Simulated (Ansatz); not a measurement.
Geometry optimisation, RHF/def2-SVP in Ansatz 0.2.0.

Input file:

```yaml
crystal:
  periodic: [false, false, false]
  atoms:
    - { symbol: Ta, position_ang: [0.0, 0.0, 0.0] }
    - { symbol: Cl, position_ang: [2.82, 0.0, 0.0] }
    - { symbol: F, position_ang: [0.0, 0.0, 1.93] }
    - { symbol: F, position_ang: [0.0, 0.0, -1.93] }
    - { symbol: F, position_ang: [-0.965, 1.6714, 0.0] }
    - { symbol: F, position_ang: [-0.965, -1.6714, 0.0] }
    - { symbol: O, position_ang: [0.7315, -1.8635, 1.1725] }
    - { symbol: Si, position_ang: [0.0634, -3.4003, 1.0536] }
    - { symbol: H, position_ang: [0.9318, -4.2477, 0.2415] }
    - { symbol: H, position_ang: [-0.0701, -3.9782, 2.3876] }
    - { symbol: H, position_ang: [-1.2529, -3.3124, 0.428] }
    - { symbol: H, position_ang: [1.9721, -1.3075, 0.8227] }
basis:
  gaussian: { orbitals: def2-SVP }
hamiltonian:
  xc: hf
relax:
  f_tol: 0.15
  max_steps: 25
  restrain:
    - { distance: [0, 6], at: 2.02, k: 30.0 }
    - { distance: [11, 1], at: 1.37, k: 30.0 }
    - { distance: [0, 1], at: 3.67, k: 30.0 }
    - { distance: [11, 6], at: 2.21, k: 30.0 }
output:
  orbitals: {}
```

Launched with:

```bash
$ ansatz run input.yaml --threads 4 --pin off --max-ram 5120MiB --backend cpu --events-out ev --progress --plain --runs-dir out
```

**Question.** Where does it end, and by what steps?

**Answer.** The run converged. The restraints hold the end off the free minimum. After 14 steps the energy has fallen by 5.991 eV (the restraints' own energy left out); F6 moved furthest, 1.53 Å. Parted: Ta1–Cl2 (2.82 → 3.67 Å). Joined: Cl2–H12 (1.76 → 1.32 Å).

```csv
step,energy less start (eV),largest force component (eV/Å),accepted
0,0.0000,7.071,yes
1,-0.0320,5.178,yes
2,-0.7622,6.589,yes
3,-2.4344,4.933,yes
4,-3.7858,2.898,yes
5,-4.6668,1.501,yes
6,-5.2466,1.306,yes
7,-5.6173,1.289,yes
8,-5.8099,1.492,yes
9,-5.9263,1.385,yes
10,-5.9780,1.299,yes
11,-5.9937,1.384,yes
12,-5.9929,1.338,yes
13,-5.9627,1.601,no
14,-5.9912,1.310,yes
```

```xyz
12
Properties=species:S:1:pos:R:3
Ta -0.461 -0.110 0.190
Cl 3.193 -0.386 0.410
F 0.204 0.567 1.778
F 0.385 -0.086 -1.459
F -1.181 1.583 -0.197
F -2.188 -0.780 0.236
O 0.243 -1.908 0.583
Si 0.176 -3.536 0.925
H 1.415 -4.166 0.418
H 0.079 -3.720 2.388
H -1.001 -4.131 0.259
H 2.404 -1.436 0.576
```

Time of the run: 64 s on 4 threads of Intel(R) Xeon(R) Platinum 8259CL CPU @ 2.50GHz (Skylake/Cascade Lake), on a shared host, peak memory 0.52 GiB.
